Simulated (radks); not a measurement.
Values are calculated unless marked as measured or tabulated.
Valence configurations of the lutetium ion Lu2+ (all share [Xe]). Level of theory: scalar-relativistic Kohn-Sham, PBE, spin-unpolarised, spherical densities, finite nucleus; Fermi nuclear charge, rms radius 5.37 fm (a radial shooting solver on a logarithmic mesh with Libxc functionals). Energies are relative to 4f14 6s1; eigenvalues in eV.

\begin{tabular}{lrrrrr}
valence & E (eV) & e(4f) & e(5d) & e(6p) & e(6s) \\ \hline
4f14 6s1 & 0.000 & -26.893 & - & - & -17.584 \\
4f13.5 6s1 6p0.5 & 8.531 & -32.788 & - & -13.342 & -19.023 \\
4f13 6s2 & 13.555 & -37.565 & - & - & -19.642 \\
4f13 6s1 6p1 & 19.557 & -38.972 & - & -14.358 & -20.396 \\
4f12.5 5d1 6s1 6p0.5 & 25.248 & -40.837 & -21.007 & -13.798 & -19.789 \\
4f14 6p1 & 5.362 & -28.336 & - & -13.027 & - \\
4f12.5 6s1 6p1.5 & 33.252 & -45.413 & - & -15.307 & -21.713 \\
4f13 5d1 6p1 & 18.714 & -35.946 & -19.675 & -13.500 & - \\
4f13 5d1 6s1 & 13.034 & -34.539 & -18.570 & - & -18.421 \\
4f13.5 5d0.5 6s1 & 5.785 & -30.632 & -17.677 & - & -18.020 \\
\end{tabular}

NIST lists [Xe] 4f14 6s1 as the ground configuration; this level of theory agrees among the configurations tried. The energies are those of spherical spin-averaged densities, not of single terms.
